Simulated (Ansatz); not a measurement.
Computed with Ansatz on PBE0-D4/def2-TZVP structures; ΔE is electronic, products minus reactants. CBS: MP2 limit from def2 TZ/QZ plus the TZ coupled-cluster correction, frozen cores. DFT in def2-TZVPP. B3LYP here is the variant with VWN-RPA as its local correlation; programs differ in this. Each species was taken in one conformer, which may not be the lowest.

Consider the redistribution: `C[SiH](O)C=O` + `F[SiH](F)[SiH3]` → `C[SiH](O)F` + `O=C[SiH](F)[SiH3]`.

```tsv
level	ΔE (kJ/mol)	difference from CCSD(T)/CBS
PBE-D4	-5.2	-0.8
r2SCAN-D4	-5.3	-0.9
PBE0-D4	-5.0	-0.6
B3LYP-D4	-5.3	-0.9
ωB97X-V	-3.8	0.6
ωB97M-V	-4.0	0.4
B2PLYP	-4.9	-0.5
PBE	-5.3	-0.9
r2SCAN	-5.3	-0.9
PBE0	-5.0	-0.6
B3LYP	-5.5	-1.1
HF/def2-TZVPP	-5.4	-1.0
MP2/def2-TZVPP	-4.4	0.0
SCS-MP2/def2-TZVPP	-4.6	-0.2
CCSD/def2-TZVPP	-4.6	-0.2
CCSD(T)/def2-TZVPP	-4.4	0.0
HF/def2-QZVPP	-5.1	-0.7
MP2/def2-QZVPP	-4.4	0.0
SCS-MP2/def2-QZVPP	-4.5	-0.1
HF/CBS(def2)	-5.1	-0.7
MP2/CBS(def2)	-4.4	0.0
CCSD/CBS(def2)	-4.6	-0.2
CCSD(T)/CBS	-4.4	0
```

Largest T1 diagnostic among the species: 0.015.
